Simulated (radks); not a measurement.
Coulomb parameter of the 3d shell of neutral iron in the model configuration [Ar] 3d6.5 4s1.5, as a second difference U = [E(n + 0.25) + E(n - 0.25) - 2 E(n)] / (0.25)^2 with all orbitals relaxed. "Bare": the charge of the atom changes with n. "Screened": the 4s shell takes up the change at fixed total charge, which measures U(3d,3d) + U(4s,4s) - 2 U(3d,4s). Calculated with a radial shooting solver on a logarithmic mesh with Libxc functionals: scalar-relativistic Kohn-Sham, r2SCAN, spin-unpolarised, spherical densities, finite nucleus; meta-GGA in the generalised Kohn-Sham scheme; Fermi nuclear charge, rms radius 3.7377 fm.

| case | configuration | E - E(n) (eV) |
|---|---|---|
| start | [Ar] 3d6.5 4s1.5 | 0.000 |
| bare +0.25 | [Ar] 3d6.75 4s1.5 | -1.042 |
| bare -0.25 | [Ar] 3d6.25 4s1.5 | 1.735 |
| screened +0.25 | [Ar] 3d6.75 4s1.25 | -0.087 |
| screened -0.25 | [Ar] 3d6.25 4s1.75 | 0.242 |

U(bare) = 11.097 eV, U(screened by 4s) = 2.486 eV, against the Slater integral F0(3d,3d) = 21.688 eV with frozen orbitals. The step up makes a negative ion, whose loosely bound charge lowers the bare value.
